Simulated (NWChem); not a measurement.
Molecule: CdHSeBr; SMILES [SeH][Cd][Br]

```xyz
4

Cd     0.0083    -0.0103     0.0000
Br     0.0059    -2.4293     0.0000
Se     0.0248     2.4424     0.0000
H     -1.4485     2.4791     0.0000
```
Atoms are numbered in this order, from 1.

All runs: NWChem. Medium grid unless said otherwise, to which SCAN and Minnesota functionals are sensitive. Structure relaxed at the PBE0/def2-SVP level. def2 effective core potentials on Cd; no spin-orbit coupling. Hybrids' shares of exact exchange are those that their runs print; pure functionals count as 0. The functionals differ in more than this share.

```
row                share of exact exchange  orbital gap (eV)
-----------------  -----------------------  ----------------
PBE/def2-TZVP                         0.00              3.38
revPBE/def2-TZVP                      0.00              3.44
B3LYP/def2-TZVP                       0.20              4.78
r2SCAN0/def2-TZVP                     0.25              5.60
M06/def2-TZVP                         0.27          withheld
```

### Question
Fit a straight line of the last column on the one before it, predict the withheld value, and compare with the run.

### Answer

1. Means of the 4 shown rows: x = 0.113, y = 4.300. Slope Σ(x − x̄)(y − ȳ)/Σ(x − x̄)² = 0.4210/0.05188 = 8.116; intercept 3.387.
2. The shown rows scatter about the line by 0.150 (root mean square); the largest residual is -0.23, at B3LYP/def2-TZVP.
3. At x = 0.27 (M06/def2-TZVP; beyond the shown range) the line gives 5.58.
4. The run gives 5.20, -0.38 from the line, 2.5 times the scatter.
